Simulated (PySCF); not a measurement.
A series of related molecules.

All values: B3LYP/def2-SVPD (PySCF) at PBE0-D3(BJ)/def2-SVP geometries, gas phase, one conformer each. Core orbitals are frozen in the response; Δα² is half the sum of the squared differences of the principal polarisabilities. The calculation is non-relativistic, for bromine too.

(1) Rank by polarisability anisotropy Δα, lowest first.
A. TiHF3 (`[H][Ti]([F])([F])[F]`)
B. TiBrF3 (`[F][Ti]([F])([F])[Br]`)
C. Ti(OH)F3 (`[OH][Ti]([F])([F])[F]`)
D. TiClF3 (`[F][Ti]([F])([F])[Cl]`)

(2) Rank by HOMO–LUMO gap, lowest first.
A. Ti(OH)F3 (`[OH][Ti]([F])([F])[F]`)
B. TiBrF3 (`[F][Ti]([F])([F])[Br]`)
C. TiClF3 (`[F][Ti]([F])([F])[Cl]`)

(3) Rank by dipole moment, highest first.
A. TiClF3 (`[F][Ti]([F])([F])[Cl]`)
B. Ti(OH)F3 (`[OH][Ti]([F])([F])[F]`)
C. TiBrF3 (`[F][Ti]([F])([F])[Br]`)

## Answers

(1) A (0.47 Å³), C (1.07 Å³), D (2.41 Å³), B (3.52 Å³).

(2) B (5.42 eV), C (6.22 eV), A (7.73 eV).

(3) B (2.88 D), C (0.34 D), A (0.13 D).

All values together:

| SMILES | formula | μ (D) | HOMO (eV) | LUMO (eV) | α (Å³) | Δα (Å³) | electrons | α per electron (Å³) | ΔSCF removal energy (eV) |
| --- | --- | --- | --- | --- | --- | --- | --- | --- | --- |
| [H][Ti]([F])([F])[F] | F3HTi | 0.27 | -9.58 | -3.45 | 5.27 | 0.47 | 50 | 0.105 | 12.42 |
| [OH][Ti]([F])([F])[F] | F3HOTi | 2.88 | -10.52 | -2.79 | 5.60 | 1.07 | 58 | 0.097 | 13.22 |
| [F][Ti]([F])([F])[Cl] | ClF3Ti | 0.13 | -10.00 | -3.78 | 7.08 | 2.41 | 66 | 0.107 | 12.81 |
| [F][Ti]([F])([F])[Br] | BrF3Ti | 0.34 | -9.20 | -3.78 | 8.31 | 3.52 | 84 | 0.099 | 11.89 |
